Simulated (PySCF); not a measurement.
Species: C6H6N4.
Cartesian coordinates in Å at the GFN2-xTB level; atoms count from 1:
```xyz
16
C6H6N4 angstrom
C      2.9971   -0.3424    0.2504
C      1.5448   -0.0297    0.2653
N      1.1771    1.2444    0.2486
N     -0.0827    1.5499    0.1784
C     -1.0101    0.6078    0.1554
C     -2.4339    1.0181    0.0359
C     -0.5993   -0.7416    0.2798
C     -1.5685   -1.7754    0.3757
N     -2.4049   -2.5560    0.4327
N      0.6867   -1.0493    0.3162
H      3.3169   -0.5060   -0.7784
H      3.5579    0.4931    0.6585
H      3.1856   -1.2520    0.8137
H     -2.4875    2.0970   -0.0804
H     -2.8983    0.5312   -0.8209
H     -2.9884    0.7198    0.9253
```

Computed with PySCF, TDDFT wB97X-D/def2-SVPD, vertical, gas phase, core orbitals frozen in the response.

Frontier orbitals with the atoms that hold most of them (Löwdin shares over 4%, at most four atoms; ? is withheld):

```json
{"orbital": "LUMO+2", "ε (eV)": "1.90", "atoms": "C8 28%, N9 21%, C7 13%, C5 7%"}
{"orbital": "LUMO+1", "ε (eV)": "0.00", "atoms": "C5 23%, C2 19%, N4 16%, N10 12%"}
{"orbital": "LUMO", "ε (eV)": "?", "atoms": "?"}
{"orbital": "HOMO", "ε (eV)": "-9.23", "atoms": "N3 34%, N4 32%, N10 12%, C5 8%"}
{"orbital": "HOMO-1", "ε (eV)": "-10.43", "atoms": "?"}
{"orbital": "HOMO-2", "ε (eV)": "-11.66", "atoms": "N10 46%, N3 14%, C2 10%, C7 7%"}
{"orbital": "HOMO-3", "ε (eV)": "-11.89", "atoms": "N4 30%, N3 20%, N10 11%, N9 10%"}
```

Question: Give the leading atoms of the HOMO-1.

Answer: C5 (bonded to 2 C and N) 18%; N3 (bonded to C and N) 16%; C2 (bonded to C and 2 N) 13%; C7 (bonded to 2 C and N) 11%. By element: carbon 42% or more, nitrogen 16% or more.

Question: Which atoms hold the LUMO, and with what shares?

Answer: C7 (bonded to 2 C and N) 19%; N10 (bonded to 2 C) 19%; N3 (bonded to C and N) 17%; N4 (bonded to C and N) 14%. By element: nitrogen 50% or more, carbon 19% or more.

Question: What is the LUMO energy, and the HOMO–LUMO gap?

Answer: ε(LUMO) = -1.33 eV; the gap is 7.90 eV (0.2902 hartree).

Question: How does S1 compare with the orbital gap of 7.90 eV?

Answer: S1 is at 2.81 eV (f = 0.0031), 5.08 eV below the gap, made of HOMO→LUMO (96%). Without the coupling terms of the response equations the lowest excitation would equal the gap.

Question: One configuration dominates each of S1, S2, S3, S4 and S8. Which, and how do the shares of the two leading atoms of either orbital change from the occupied to the empty one?

Answer: 
- S1 (2.81 eV, f 0.0031), HOMO→LUMO (96%): N3 34% → 17%, N4 32% → 14%, C7 at most 8% → 19%, N10 12% → 19%
- S2 (4.01 eV, f 0.0003), HOMO→LUMO+1 (98%): N3 34% → at most 12%, N4 32% → 16%, C5 8% → 23%, C2 at most 8% → 19%
- S3 (5.00 eV, f 0.142), HOMO-1→LUMO (90%): C5 18% → at most 15%, N3 16% → 17%, C7 11% → 19%, N10 at most 12% → 19%
- S4 (5.19 eV, f 0.0001), HOMO-2→LUMO (87%): N10 46% → 19%, N3 14% → 17%, C7 7% → 19%
- S8 (6.55 eV, f 0.0028), HOMO-2→LUMO+1 (95%): N10 46% → 12%, N3 14% → at most 12%, C5 at most 8% → 23%, C2 10% → 19%

Time: 87 s wall; peak memory 1.1 GiB. Hardware: an Arm Neoverse V1 with one thread, on a shared host.
